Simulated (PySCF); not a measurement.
CF$_{3}$O$_{3}$S, charge -1, singlet, at a GFN2-xTB geometry; PySCF with CAMB3LYP/6-31G.

Here is a job for PySCF.
```python
from pyscf import gto, scf, dft

mol = gto.M(
    atom='''
O     1.437599   -0.318940    1.171135
S     0.923575   -0.035914   -0.150496
O     1.201674    1.288408   -0.660270
O     1.035101   -1.112348   -1.109604
C    -0.928928    0.036122    0.151369
F    -1.262751    0.991986    1.033294
F    -1.409248   -1.119420    0.638116
F    -1.616738    0.294203   -0.972561
''',
    basis='6-31g',
    charge=-1,
    spin=0,
    verbose=3,
)

mf = dft.RKS(mol)
mf.xc = 'camb3lyp'
mf.kernel()
mf.analyze()
```

Output, abridged:

```
converged SCF energy = -960.902084775661
**** MO energy ****
MO #1   energy= -89.0531829949233  occ= 2
MO #2   energy= -24.6714112517921  occ= 2
MO #3   energy= -24.6713709940549  occ= 2
MO #4   energy= -24.6713688062204  occ= 2
MO #5   energy= -19.0345312274068  occ= 2
MO #6   energy= -19.0345185527805  occ= 2
MO #7   energy= -19.0345162490174  occ= 2
MO #8   energy= -10.3681352875369  occ= 2
MO #9   energy= -8.13010761625555  occ= 2
MO #10  energy= -6.09210275238317  occ= 2
MO #11  energy= -6.0921023191414   occ= 2
MO #12  energy= -6.08858562046179  occ= 2
MO #13  energy= -1.28275741043815  occ= 2
MO #14  energy= -1.17994959964633  occ= 2
MO #15  energy= -1.17994866416169  occ= 2
MO #16  energy= -1.12648724703846  occ= 2
MO #17  energy= -0.953008028253836 occ= 2
MO #18  energy= -0.953007702947001 occ= 2
MO #19  energy= -0.673692146816009 occ= 2
MO #20  energy= -0.581708849814344 occ= 2
MO #21  energy= -0.526871026062214 occ= 2
MO #22  energy= -0.52687021687952  occ= 2
MO #23  energy= -0.457869781368853 occ= 2
MO #24  energy= -0.402708007061352 occ= 2
MO #25  energy= -0.402706721078097 occ= 2
MO #26  energy= -0.397484777573274 occ= 2
MO #27  energy= -0.374572956544486 occ= 2
MO #28  energy= -0.374572549604362 occ= 2
MO #29  energy= -0.359661489325084 occ= 2
MO #30  energy= -0.359660730343871 occ= 2
MO #31  energy= -0.343533088224797 occ= 2
MO #32  energy= -0.227446846631777 occ= 2
MO #33  energy= -0.227446495867494 occ= 2
MO #34  energy= -0.203110616770261 occ= 2
MO #35  energy= -0.20311046831558  occ= 2
MO #36  energy= -0.192643905578663 occ= 2
MO #37  energy= -0.167704604058711 occ= 2
MO #38  energy= 0.268159500539261  occ= 0
MO #39  energy= 0.307551703103643  occ= 0
MO #40  energy= 0.310096215470244  occ= 0
MO #41  energy= 0.310097668781491  occ= 0
MO #42  energy= 0.392909819475439  occ= 0
MO #43  energy= 0.451901795327342  occ= 0
MO #44  energy= 0.451903245940444  occ= 0
MO #45  energy= 0.526813880254485  occ= 0
 ** Mulliken atomic charges  **
charge of    0O =     -0.84124
charge of    1S =      1.81269
charge of    2O =     -0.84124
charge of    3O =     -0.84124
charge of    4C =      0.45665
charge of    5F =     -0.24854
charge of    6F =     -0.24854
charge of    7F =     -0.24854

WARN: System has nonzero charge -1; the dipole moment is origin-dependent.
Location of origin: [0. 0. 0.]

Dipole moment(X, Y, Z, Debye): -4.51364,  0.17553,  0.73553
```
